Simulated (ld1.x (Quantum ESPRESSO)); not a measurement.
# What one change does to a pseudopotential (oxygen (O), ultrasoft)

- Element: O
- Generator: ld1.x (Quantum ESPRESSO) 7.5
- Type: ultrasoft
- Functional: PBE
- Relativity: non-relativistic
- Frozen core: [He]
- Valence charge: 6
- Reference configuration: 2s2 2p4
- Partial waves: 2s (bound): rcut 0.55, rcutus 0.75 bohr; 2s channel at 1.35 Ry: rcut 0.55, rcutus 0.75 bohr; 2p (bound): rcut 1.65, rcutus 1.90 bohr; 2p channel at -0.25 Ry: rcut 1.65, rcutus 1.90 bohr
- Local potential: all-electron potential smoothed inside 1.00 bohr (lloc = -1)
- Core correction: a·sin(br)/r model core inside 0.70 bohr
- Augmentation charge: PSQ, radius 0.65 bohr

All-electron outer shells of the reference configuration (PBE, non-relativistic, ld1.x):

```
shell  level (eV)  outermost node (bohr)  outermost maximum (bohr)
   2s      -23.91                   0.28                      0.87
   2p       -9.04                      –                      0.82
```

Change: all radii but the core radius scaled by about 1.40 (s 1.04, p 2.66 bohr, rcut 0.76/2.30); local potential all-electron potential smoothed inside 1.40 bohr (lloc = -1); augmentation PSQ, radius 0.90 bohr.

Cutoffs: the cutoffs (Ry, on a coarse ladder) from which the occupation-weighted sum of valence levels, in a spherical-Bessel basis at the reference potential, stays within 10 and 1 mRy of its value at 400 Ry; they do not see the model core or the augmentation charge, which bear on the density cutoff. Errors are all-electron minus pseudo energies relative to the spin-unpolarised reference configuration.

Q: What does the change do?

A: The potential gets softer (55 Ry and 80 Ry → 21 Ry and 40 Ry); the number of tests that count goes from 7 to 3; of the 3 tests that both files solve, the error grows in 1 and shrinks in 2 by more than 15 % and 0.3 meV (median size 12.0 → 3.5 meV); neither file shows a bound ghost at the reference potential, the only one tested. A larger radius leaves more room for a smooth pseudo-wave, so fewer plane waves are needed.

| quantity | base | changed |
| --- | --- | --- |
| cutoff, loose | 55 Ry | 21 Ry |
| cutoff, tight | 80 Ry | 40 Ry |
| loose cutoff by channel (10 mRy a level) | s 45 Ry, p 15 Ry | s 18 Ry, p 8 Ry |
| bound ghosts | none | none |
| tests counted (converged, no solver errors) | 7 of 7 | 3 of 7 |
| error for 2s1 2p5, meV [ΔE 14.90 eV] | +12 | +1.2 |
| error for 2s2 2p4.3, meV [ΔE -2.12 eV] | -0.1 | -3.5 |
| error for 2s0 2p6, meV [ΔE 29.83 eV] | +50 | +4.7 |
| lowest overlap eigenvalue by channel | s 0.54, p 1.00 | s 0.53, p 0.08 |

Changed file: Tests not counted: 2s2 2p3 (solver errors, printed error -233 eV); 2s2 2p2 (solver errors, printed error -25.7 eV); 2s2 2p1 (solver errors, printed error -11.7 eV); 2s1 2p4 (solver errors, printed error -246 eV).
